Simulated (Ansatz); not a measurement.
`O[Si@]1(Cl)O[C@@H]1F` + H₂ → `O[Si@H]1O[C@H]1F` + HCl at 600 K and 1 bar (hydrogenolysis of the Si–Cl bond).

Computed with Ansatz on PBE0-D4/def2-TZVP structures; ΔE is electronic, products minus reactants. CBS: MP2 limit from def2 TZ/QZ plus the TZ coupled-cluster correction, frozen cores. This one scheme is used for every species. Each species was taken in one conformer, which may not be the lowest.

```
               species  CCSD(T)/CBS energy (Eh)  H − E (kJ/mol)  S (J/(mol·K))
`O[Si@]1(Cl)O[C@@H]1F`              -1038.33825           162.2          428.7
                    H₂                 -1.17544            43.9          150.8
    `O[Si@H]1O[C@H]1F`               -579.10391           172.7          388.0
                   HCl               -460.38127            35.4          207.2
```

H − E and S are ideal-gas, rigid-rotor, harmonic terms from PBE0-D4/def2-TZVP, for one conformer and one mirror image of each species. The MP2-based limit puts H₂ 0.8 mEh under its directly extrapolated value; such offsets cancel only in part. 1 Eh = 2625.50 kJ/mol, R = 8.31446 J/(mol·K).

Problem. By hand: ΔE, ΔH, ΔS and ΔG.

Solution. ΔE = (-579.10391) + (-460.38127) − (-1038.33825) − (-1.17544) = 0.02851 Eh = 74.9 kJ/mol. Δ(H − E) = 172.7 + 35.4 − 162.2 − 43.9 = 2.0, so ΔH = 76.9 kJ/mol. ΔS = 388.0 + 207.2 − 428.7 − 150.8 = 15.7 J/(mol·K). ΔG = 76.9 − 600 × (15.7)/1000 = 67.5 kJ/mol.

Problem. By hand: the equilibrium constant, and the temperature at which ΔG would vanish if ΔH and ΔS stayed fixed.

Solution. log₁₀ K = −ΔG/(RT ln 10) = -5.9. ΔG = 0 at ΔH/ΔS = 4898 K, far beyond where these terms or the molecules hold.

ΔH outweighs TΔS. A doubt of 5 kJ/mol in ΔE shifts log₁₀ K by 0.4 here. Other conformers and mirror images would add mixing entropy, several J/(mol·K) or more a flexible species. These are equilibria of isolated gas molecules and say nothing of rates. Largest T1 diagnostic: 0.014 (customary marks: 0.02 for closed shells, 0.045 for open ones).
